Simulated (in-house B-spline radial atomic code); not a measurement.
**LDA exchange-only excitations of Ca⁸⁺**

Method: LDA exchange-only. Computed with an all-electron radial atomic-structure program (B-spline basis): linear response of the closed shell [Ne] 3s2 with the functional's adiabatic kernel; non-relativistic, point nucleus, no spin-orbit coupling, no double excitations, S, P, D and F terms only.

Command:
```bash
python run_td.py task.json out
```
Settings (radii: box in bohr, nucleus in fm):
```
Z                        20
electrons                12
configuration            [Ne] 3s2
hamiltonian              nr
method                   lda,
box_radius               11.59
intervals                50
```

Time taken, with all properties: 0.2 s on 1 thread of Arm Neoverse N1 (shared host).

The lowest states, in the order of their Tamm-Dancoff energies; the method's threshold (minus the highest occupied level) is 176.23 eV. Labels give the largest channel, * marks a mixed state, and oscillator strengths are full-response dipole values. Semilocal kernels can invert the small singlet-triplet splittings of Rydberg terms. Energies in eV:

```
     state  full response  Tamm-Dancoff  oscillator strength
3s → 3p 3P              ?             ?                    -
3s → 3p 1P         26.228        27.245                0.992
3s → 3d 3D          47.21         47.35                    -
3s → 3d 1D          51.78         51.80                    -
3s → 4s 3S          92.23         92.24                    -
3s → 4s 1S          94.46         94.50                    -
3s → 4p 3P          99.85         99.86                    -
3s → 4p 1P         100.79        100.82                0.281
3s → 4d 3D         110.66        110.67                    -
3s → 4d 1D         111.12        111.12                    -
3s → 4f 3F         114.66        114.68                    -
3s → 4f 1F         115.64        115.64                    -
3s → 5s 3S         128.01        128.01                    -
3s → 5s 1S         128.71        128.72                    -
3s → 5p 3P         131.45        131.46                    -
3s → 5p 1P              ?             ?                    ?
```

(1) Where does 3s → 5p 1P lie?

(2) Where does 3s → 3p 3P lie?

(3) How large is the singlet-triplet splitting of 3s → 3p (P terms) in Tamm-Dancoff?

(4) What polarisabilities and dispersion coefficient does the method give?

## Answers

(1) At 131.76 eV in full response, 131.77 eV in Tamm-Dancoff, oscillator strength 0.0927.

(2) At 16.350 eV in full response, 16.772 eV in Tamm-Dancoff.

(3) 10.5 eV, from the unrounded values.

(4) Dipole 1.122 bohr³, quadrupole 0.6538 bohr⁵, C6 0.989 hartree·bohr⁶ for two such species.
